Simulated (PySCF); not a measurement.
This PySCF input asks for the NMR shieldings of `InChI=1S/C7H14B2O/c1-2-3-7-4-5-10-9-6-8-7/h4,8-9H,2-3,5-6H2,1H3`; the geometry comes from GFN2-xTB.

```python
import basis_set_exchange as bse
import numpy as np
from pyscf import gto, dft
from pyscf.prop import nmr

atoms = """
C     3.603357    0.709068    0.115529
C     2.114595    0.593581    0.418356
C     1.376632   -0.212724   -0.654265
C    -0.097871   -0.298716   -0.336139
C    -0.607986   -1.498306   -0.027126
C    -2.026843   -1.830277    0.335887
O    -3.045971   -1.153175   -0.375869
B    -3.220761    0.159863   -0.387756
C    -2.246780    1.148572    0.409640
B    -0.926605    1.018232   -0.407602
H     3.761291    1.196557   -0.844014
H     4.106565    1.291727    0.883747
H     4.062911   -0.276422    0.076846
H     1.975909    0.108035    1.387436
H     1.671814    1.589994    0.480406
H     1.507348    0.284413   -1.618344
H     1.820086   -1.209677   -0.722237
H     0.037993   -2.371108   -0.030975
H    -2.165398   -1.633396    1.410788
H    -2.203691   -2.898531    0.165572
H    -4.129569    0.534472   -1.027544
H    -2.146713    0.740765    1.417114
H    -2.644559    2.157208    0.479446
H    -0.587488    1.869609   -1.141341
"""
names = dict.fromkeys(["C", "O", "B", "H"], "pcSseg-1")
basis = {el: gto.basis.parse(bse.get_basis(n, elements=[el], fmt="nwchem")) for el, n in names.items()}
mol = gto.M(atom=atoms, basis=basis, charge=0, verbose=0)
mf = dft.RKS(mol, xc="PBE0")
mf.grids.level = 2
mf.grids.alignment = dft.numint.BLKSIZE   # the property module wants whole blocks of grid points
mf.conv_tol = 1e-9
mf.kernel()

calc = nmr.RKS(mf)   # GIAO
C = mf.mo_coeff
Co = C[:, mf.mo_occ > 0]
resp = mf.gen_response(singlet=True, hermi=2)
def vind(x):   # induced exchange potential for any number of trial vectors
    d = np.einsum("pi,xij,qj->xpq", C, 2 * x.reshape(-1, C.shape[1], Co.shape[1]), Co, optimize=True)
    return np.einsum("xpq,pi,qj->xij", resp(d - d.transpose(0, 2, 1)), C, Co, optimize=True).ravel()
mo1, _ = nmr.rhf.solve_mo1(calc, with_cphf=vind)
sigma = calc.kernel(mo1)
for i, s in enumerate(sigma):   # ppm
    print("%2d %-2s %9.2f" % (i, mol.atom_pure_symbol(i), np.trace(s) / 3))
```

Q: Give the expected output.

A: 
```
 0 C     169.35
 1 C     154.71
 2 C     136.28
 3 C      23.83
 4 C      36.06
 5 C     115.91
 6 O     107.23
 7 B      55.28
 8 C     142.55
 9 B      28.57
10 H      30.69
11 H      30.44
12 H      30.74
13 H      30.53
14 H      30.55
15 H      29.02
16 H      29.73
17 H      24.90
18 H      26.66
19 H      26.54
20 H      26.36
21 H      29.96
22 H      28.49
23 H      24.48
```

These numbers come from an equivalent density-fitted implementation of the same equations, which agrees with the script to about 0.01 ppm for H and up to a few tenths of a ppm for heavy atoms, so last digits may differ.

Size and cost of the density-fitted run: 240 basis functions, 100 s wall time on 1 thread of an Arm Neoverse N1, shared host; peak memory 1.1 GiB.
